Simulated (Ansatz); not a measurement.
One change: `CO[Si](O)(Cl)Cl` becomes `N[Si](O)(Cl)Cl`.

Ansatz, PBE0-D4/def2-TZVP geometries, multiplicity 1. Each molecule was computed in one conformer, which needn't be the lowest.

| property | `CO[Si](O)(Cl)Cl` |
| --- | --- |
| size of the dipole moment (ωB97M-V/def2-TZVPP) / D | 2.12 |
| HOMO–LUMO gap (PBE/def2-TZVPP) / eV | 6.75 |
| HOMO–LUMO gap (B3LYP/def2-TZVPP) / eV | 8.69 |
| HOMO–LUMO gap (ωB97M-V/def2-TZVPP) / eV | 13.26 |
| LUMO energy (PBE/def2-TZVPP) / eV | -0.52 |
| size of the dipole moment (B3LYP/def2-TZVPP) / D | 2.12 |

Q: What does the change do to each property? (An estimate is asked.)

A: Ansatz gave: 
```csv
property,`N[Si](O)(Cl)Cl`,shift
size of the dipole moment (ωB97M-V/def2-TZVPP) / D,2.90,0.78
HOMO–LUMO gap (PBE/def2-TZVPP) / eV,6.24,-0.51
HOMO–LUMO gap (B3LYP/def2-TZVPP) / eV,8.01,-0.68
HOMO–LUMO gap (ωB97M-V/def2-TZVPP) / eV,12.48,-0.78
LUMO energy (PBE/def2-TZVPP) / eV,-0.48,0.04
size of the dipole moment (B3LYP/def2-TZVPP) / D,2.90,0.78
```

Dipoles are sizes alone; their direction can turn.

B3LYP here is the variant with VWN-RPA as its local correlation; programs differ in this.
